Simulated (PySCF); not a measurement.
A run for PySCF: R-M06-2X/def2-TZVPP on H2O (SMILES O).

```python
from pyscf import gto, dft

mol = gto.M(
    atom='''
    O    -0.00000000    0.00000000    0.38961139
    H     0.00000000    0.76498632   -0.19485569
    H     0.00000000   -0.76498632   -0.19485569
    ''',
    basis='def2-tzvpp',
    charge=0, spin=0, verbose=4, max_memory=1800)
mf = dft.RKS(mol, xc='m062x').density_fit(auxbasis='def2-universal-jkfit')
mf.grids.level = 4
mf.conv_tol = 1e-9
mf.max_cycle = 150
mf.kernel()
mf.dip_moment()
```

Program output:

```
PySCF version 2.14.0

[INPUT] verbose = 4
[INPUT] num. atoms = 3
[INPUT] num. electrons = 10
[INPUT] charge = 0
[INPUT] spin (= nelec alpha-beta = 2S) = 0
[INPUT] symmetry False subgroup None
[INPUT] Mole.unit = angstrom
[INPUT] Symbol           X                Y                Z      unit          X                Y                Z       unit  Magmom
[INPUT]  1 O      0.000000000000   0.000000000000   0.389611390000 AA    0.000000000000   0.000000000000   0.736258822111 Bohr   0.0
[INPUT]  2 H      0.000000000000   0.764986320000  -0.194855690000 AA    0.000000000000   1.445614633839  -0.368223887913 Bohr   0.0
[INPUT]  3 H      0.000000000000  -0.764986320000  -0.194855690000 AA    0.000000000000  -1.445614633839  -0.368223887913 Bohr   0.0

nuclear repulsion = 9.14068918860721
number of shells = 23
number of NR pGTOs = 78
number of NR cGTOs = 59
basis = def2-tzvpp
ecp = {}


******** <class 'pyscf.df.df_jk.DFRKS'> ********
method = DFRKS
initial guess = minao
damping factor = 0
level_shift factor = 0
DIIS = <class 'pyscf.scf.diis.CDIIS'>
diis_start_cycle = 1
diis_space = 8
diis_damp = 0
SCF conv_tol = 1e-09
SCF conv_tol_grad = None
SCF max_cycles = 150
direct_scf = False
XC library pyscf.dft.libxc version 7.1.2
    S. Lehtola, C. Steigemann, M. J. T. Oliveira, and M. A. L. Marques,  SoftwareX 7, 1–5 (2018)
XC functionals = m062x
    Y. Zhao and D. G. Truhlar,  Theor. Chem. Acc. 120, 215 (2008)
    Y. Zhao and D. G. Truhlar,  Theor. Chem. Acc. 120, 215 (2008)
radial grids:
    Treutler-Ahlrichs [JCP 102, 346 (1995); DOI:10.1063/1.469408] (M4) radial grids

becke partition: Becke, JCP 88, 2547 (1988); DOI:10.1063/1.454033
pruning grids: <function nwchem_prune>
grids dens level: 4
symmetrized grids: False
atomic radii adjust function: <function treutler_atomic_radii_adjust>
small_rho_cutoff = 0
Set gradient conv threshold to 3.16228e-05
Initial guess from minao.
tot grids = 59680
******** <class 'pyscf.df.df.DF'> ********
auxbasis = def2-universal-jkfit
init E= -76.3181168667001
  HOMO = -0.452127119666947  LUMO = 0.0139100188729913  gap/eV = 12.68152
cycle= 1 E= -76.3704007585992  delta_E= -0.0523  |g|= 0.566  |ddm|=    1
  HOMO = -0.273609933374267  LUMO = 0.0612090544615143  gap/eV = 9.11089
cycle= 2 E= -76.3582066265293  delta_E= 0.0122  |g|= 0.658  |ddm|= 0.569
  HOMO = -0.400887205188667  LUMO = 0.0480946638018338  gap/eV = 12.21742
cycle= 3 E= -76.4290716854101  delta_E= -0.0709  |g|= 0.0251  |ddm|= 0.284
  HOMO = -0.397838364252351  LUMO = 0.0514873282336339  gap/eV = 12.22677
cycle= 4 E= -76.4291711995132  delta_E= -9.95e-05  |g|= 0.00357  |ddm|= 0.0117
  HOMO = -0.398606511802022  LUMO = 0.0514460363384188  gap/eV = 12.24655
cycle= 5 E= -76.4291740976173  delta_E= -2.9e-06  |g|= 0.000434  |ddm|= 0.00312
  HOMO = -0.39860898535094  LUMO = 0.0514500034045753  gap/eV = 12.24673
cycle= 6 E= -76.4291741727248  delta_E= -7.51e-08  |g|= 6.37e-05  |ddm|= 0.000689
  HOMO = -0.398618053122959  LUMO = 0.0514500948379322  gap/eV = 12.24698
cycle= 7 E= -76.4291741749085  delta_E= -2.18e-09  |g|= 5.11e-06  |ddm|= 0.000137
  HOMO = -0.39861931943598  LUMO = 0.0514506238975727  gap/eV = 12.24703
cycle= 8 E= -76.4291741749241  delta_E= -1.56e-11  |g|= 5.65e-07  |ddm|= 8.68e-06
  HOMO = -0.398619377568515  LUMO = 0.0514506356360158  gap/eV = 12.24703
Extra cycle  E= -76.4291741749243  delta_E= -1.99e-13  |g|= 1.51e-07  |ddm|= 9.86e-07
converged SCF energy = -76.4291741749243
Dipole moment(X, Y, Z, Debye): -0.00000,  0.00000, -1.96983
```

The run converged.

Cost: very roughly 6 core-seconds.
